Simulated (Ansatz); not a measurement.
A nudged elastic band was laid between two geometries of a periodic cell of 17 atoms, LiAl16 (surface Al(110), adsorbate Li).

Theory: DFT PBE-D3(BJ), scalar-relativistic, plane waves, PAW in Ansatz 0.2.0. Settings: cutoff 420 eV, k mesh 2x3x1, gaussian smearing 0.05 eV, no spin polarisation.

```
movable images  : 3
climbing image  : yes
spring          : 5.0 eV/Å²
optimiser       : quadratic models (default)
start path      : straight line
force threshold : 0.03 eV/Å
iteration limit : 13
end points      : relaxed
atoms held      : 1 to 4
```

First end point:

```xyz
17
Lattice="8.1000 0.0000 0.0000 0.0000 5.7276 0.0000 0.0000 0.0000 15.2957" Properties=species:S:1:pos:R:3
Al 2.025 1.432 1.000
Al 6.075 1.432 1.000
Al 2.025 4.296 1.000
Al 6.075 4.296 1.000
Al -0.010 0.001 2.271
Al 4.060 0.001 2.271
Al -0.010 2.862 2.272
Al 4.060 2.862 2.272
Al 2.025 1.431 3.700
Al 6.075 1.430 3.647
Al 2.025 4.294 3.704
Al 6.075 4.295 3.692
Al 0.029 -0.011 4.969
Al 4.021 -0.011 4.969
Al 0.028 2.871 4.970
Al 4.022 2.871 4.970
Li 6.075 1.426 6.388
```

Last end point:

```xyz
17
Lattice="8.1000 0.0000 0.0000 0.0000 5.7276 0.0000 0.0000 0.0000 15.2957" Properties=species:S:1:pos:R:3
Al 2.025 1.432 1.000
Al 6.075 1.432 1.000
Al 2.025 4.296 1.000
Al 6.075 4.296 1.000
Al -0.010 -0.002 2.272
Al 4.060 -0.002 2.272
Al -0.010 2.865 2.271
Al 4.060 2.865 2.271
Al 2.025 1.430 3.704
Al 6.075 1.431 3.692
Al 2.025 4.294 3.700
Al 6.075 4.294 3.647
Al 0.028 0.007 4.970
Al 4.022 0.007 4.970
Al 0.029 2.853 4.969
Al 4.021 2.853 4.969
Li 6.075 4.290 6.388
```

(1) What changes between the two ends?

(2) Give the energies along the band, and the barrier.

(3) What is the geometry of the highest image?

Results:

(1) Contacts lost: Al10–Li17. Contacts made: Al12–Li17. The atom that moves furthest is Li17, by 2.86 Å.

(2) It converged. The highest image is number 2 of 0 to 4, 0.147 eV above the ends, which have the same energy within 2 meV. The order of the stationary point at the top wasn't checked. Limits of this set-up: coarse k mesh, thin slab, slab without dipole correction.

```tsv
image	path coordinate (Å)	energy (eV)	Al10–Li17 (Å)	Al12–Li17 (Å)
0	0.00	0.000	2.74	3.93
1	0.75	0.065	2.79	3.40
2	1.50	0.147	3.02	3.02
3	2.24	0.066	3.40	2.79
4	2.98	0.000	3.93	2.74
```

(3) 
```xyz
17
Lattice="8.1000 0.0000 0.0000 0.0000 5.7276 0.0000 0.0000 0.0000 15.2957" Properties=species:S:1:pos:R:3
Al 2.025 1.432 1.000
Al 6.075 1.432 1.000
Al 2.025 4.296 1.000
Al 6.075 4.296 1.000
Al -0.033 0.000 2.272
Al 4.083 0.000 2.272
Al -0.006 2.864 2.261
Al 4.056 2.864 2.261
Al 2.025 1.376 3.668
Al 6.075 1.460 3.707
Al 2.025 4.352 3.668
Al 6.075 4.267 3.707
Al -0.021 0.000 4.974
Al 4.071 0.000 4.974
Al 0.166 2.864 4.928
Al 3.884 2.864 4.928
Li 6.075 2.863 6.383
```

Time of the run: 6.1 min on 1 thread of Intel(R) Xeon(R) Processor @ 2.50GHz (Skylake/Cascade Lake) (shared host), peak memory 0.82 GiB.
